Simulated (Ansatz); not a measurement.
Computed with PBE-D3(BJ)/def2-SVP in Ansatz (an electronic-structure program). No frequencies were computed at this level.

Ansatz 0.2 input:
```yaml
crystal:
  periodic: [false, false, false]
  atoms:
    - { symbol: Zr, position_ang: [0.052829, 0.164076, -0.000268] }
    - { symbol: Cl, position_ang: [-0.189311, 2.413028, 0.208178] }
    - { symbol: Cl, position_ang: [2.293385, 0.028605, -0.351189] }
    - { symbol: O, position_ang: [-0.389327, -0.660431, 1.588668] }
    - { symbol: H, position_ang: [-0.902349, -1.29647, 2.095994] }
    - { symbol: O, position_ang: [-0.865752, -0.428095, -1.482551] }
    - { symbol: H, position_ang: [-1.529851, -0.95033, -1.940549] }
basis:
  gaussian: { orbitals: def2-svp }
hamiltonian:
  xc: pbe
  dispersion: d3bj
relax:
  max_steps: 150
```

Output:

```
Functional definition: PBE
1070 factors; their error is unknown
mean field evaluation 1: about -30422.7352 eV, gradient 8.3e1 eV
mean field evaluation 2: about -30314.1864 eV, gradient 2.3e2 eV
mean field evaluation 4: about -30433.9954 eV, gradient 1.9e1 eV
mean field evaluation 8: about -30434.9512 eV, gradient 1.7e-1 eV
mean field evaluation 16: about -30434.9112 eV, gradient 1.5e-4 eV
mean field -30434.91121549 eV, -1118.4623576453 hartree, gradient 5.8e-5 eV, S^2 0.000000; 0 other end points of the search recorded, 0 dependent functions left out
reference -30434.91129959 eV, -1118.4623607361 hartree; 32, 32 occupied and 73, 73 virtual orbitals, 1070 factors
relax step   1: F+E_penalty+E_count = -30435.09018139 eV  Δ(F+E_penalty+E_count) = +0.000e0 eV  max|allowed force component| = 1.960e0 eV/Å  Δτ_max = 0.0000 Å  (28 SCF iters, accepted)
these checks for a lower state are left out or cut short: starts, cluster_reference, orbital_swaps, neighbouring_geometries, increment
1070 factors; their error is unknown
mean field -30435.36857411 eV, -1118.4791652648 hartree, gradient 1.2e-5 eV, S^2 0.000000; 0 other end points of the search recorded, 0 dependent functions left out
reference -30435.36865926 eV, -1118.4791683939 hartree; 32, 32 occupied and 73, 73 virtual orbitals, 1070 factors
relax step   2: F+E_penalty+E_count = -30435.53641439 eV  Δ(F+E_penalty+E_count) = -4.462e-1 eV  max|allowed force component| = 4.115e-1 eV/Å  Δτ_max = 0.1976 Å  (35 SCF iters, accepted)
these checks for a lower state are left out or cut short: starts, cluster_reference, orbital_swaps, neighbouring_geometries, increment
1070 factors; their error is unknown
mean field evaluation 32: about -30435.3917 eV, gradient 2.2e-5 eV
mean field -30435.39172639 eV, -1118.4800160955 hartree, gradient 2.2e-5 eV, S^2 0.000000; 0 other end points of the search recorded, 0 dependent functions left out
reference -30435.39181131 eV, -1118.4800192160 hartree; 32, 32 occupied and 73, 73 virtual orbitals, 1070 factors
relax step   3: F+E_penalty+E_count = -30435.56046705 eV  Δ(F+E_penalty+E_count) = -2.405e-2 eV  max|allowed force component| = 1.730e-1 eV/Å  Δτ_max = 0.0567 Å  (29 SCF iters, accepted)
these checks for a lower state are left out or cut short: starts, cluster_reference, orbital_swaps, neighbouring_geometries, increment
1070 factors; their error is unknown
mean field -30435.40228959 eV, -1118.4804042857 hartree, gradient 1.1e-5 eV, S^2 0.000000; 0 other end points of the search recorded, 0 dependent functions left out
reference -30435.40237464 eV, -1118.4804074112 hartree; 32, 32 occupied and 73, 73 virtual orbitals, 1070 factors
relax step   4: F+E_penalty+E_count = -30435.57085005 eV  Δ(F+E_penalty+E_count) = -1.038e-2 eV  max|allowed force component| = 1.179e-1 eV/Å  Δτ_max = 0.0581 Å  (30 SCF iters, accepted)
these checks for a lower state are left out or cut short: starts, cluster_reference, orbital_swaps, neighbouring_geometries, increment
1070 factors; their error is unknown
mean field -30435.41280819 eV, -1118.4807908371 hartree, gradient 1.8e-5 eV, S^2 0.000000; 0 other end points of the search recorded, 0 dependent functions left out
reference -30435.41289319 eV, -1118.4807939610 hartree; 32, 32 occupied and 73, 73 virtual orbitals, 1070 factors
relax step   5: F+E_penalty+E_count = -30435.58138886 eV  Δ(F+E_penalty+E_count) = -1.054e-2 eV  max|allowed force component| = 1.872e-1 eV/Å  Δτ_max = 0.0981 Å  (29 SCF iters, accepted)
these checks for a lower state are left out or cut short: starts, cluster_reference, orbital_swaps, neighbouring_geometries, increment
1070 factors; their error is unknown
mean field -30435.41409024 eV, -1118.4808379517 hartree, gradient 1.1e-5 eV, S^2 0.000000; 0 other end points of the search recorded, 0 dependent functions left out
reference -30435.41417514 eV, -1118.4808410718 hartree; 32, 32 occupied and 73, 73 virtual orbitals, 1070 factors
relax step   6: F+E_penalty+E_count = -30435.58273234 eV  Δ(F+E_penalty+E_count) = -1.343e-3 eV  max|allowed force component| = 2.340e-1 eV/Å  Δτ_max = 0.0336 Å  (29 SCF iters, accepted)
these checks for a lower state are left out or cut short: starts, cluster_reference, orbital_swaps, neighbouring_geometries, increment
1070 factors; their error is unknown
mean field -30435.41646572 eV, -1118.4809252491 hartree, gradient 1.3e-5 eV, S^2 0.000000; 0 other end points of the search recorded, 0 dependent functions left out
reference -30435.41655026 eV, -1118.4809283559 hartree; 32, 32 occupied and 73, 73 virtual orbitals, 1070 factors
relax step   7: F+E_penalty+E_count = -30435.58514353 eV  Δ(F+E_penalty+E_count) = -2.411e-3 eV  max|allowed force component| = 1.049e-2 eV/Å  Δτ_max = 0.0667 Å  (28 SCF iters, accepted)
these checks for a lower state are left out or cut short: starts, cluster_reference, orbital_swaps, neighbouring_geometries, increment
1070 factors; their error is unknown
mean field evaluation 64: about -30435.4166 eV, gradient 4.8e-2 eV
mean field -30435.41663276 eV, -1118.4809313878 hartree, gradient 9.2e-6 eV, S^2 0.000000; 0 other end points of the search recorded, 0 dependent functions left out
reference -30435.41671739 eV, -1118.4809344978 hartree; 32, 32 occupied and 73, 73 virtual orbitals, 1070 factors
relax step   8: F+E_penalty+E_count = -30435.58528650 eV  Δ(F+E_penalty+E_count) = -1.430e-4 eV  max|allowed force component| = 1.220e-3 eV/Å  Δτ_max = 0.0171 Å  (30 SCF iters, accepted)
1070 factors; their error is unknown
mean field -30435.41663276 eV, -1118.4809313878 hartree, gradient 9.2e-6 eV, S^2 0.000000; 1 other end points of the search recorded, 0 dependent functions left out
reference -30435.41671739 eV, -1118.4809344978 hartree; 32, 32 occupied and 73, 73 virtual orbitals, 1070 factors
Total energy: -30435.58537113 eV, -1118.4871324083 hartree
Atom 0 at     0.071528     0.198754    -0.002750 Å, force     0.000511     0.000425    -0.000161 eV/Å
Atom 1 at    -0.376661     2.515702     0.253463 Å, force     0.000444     0.000253     0.000092 eV/Å
Atom 2 at     2.385162    -0.167247    -0.387461 Å, force     0.000027     0.000383     0.000105 eV/Å
Atom 3 at    -0.439551    -0.709089     1.595996 Å, force    -0.000440    -0.000416     0.000291 eV/Å
Atom 4 at    -0.783716    -1.237864     2.329021 Å, force    -0.000164    -0.000035    -0.001012 eV/Å
Atom 5 at    -0.914297    -0.458400    -1.498554 Å, force    -0.000409    -0.000121    -0.000535 eV/Å
Atom 6 at    -1.472841    -0.871473    -2.171431 Å, force     0.000032    -0.000488     0.001220 eV/Å
Dipole moment:    -0.587447    -0.613614     0.039680 e Å
```

Cost: roughly 30 core-seconds.
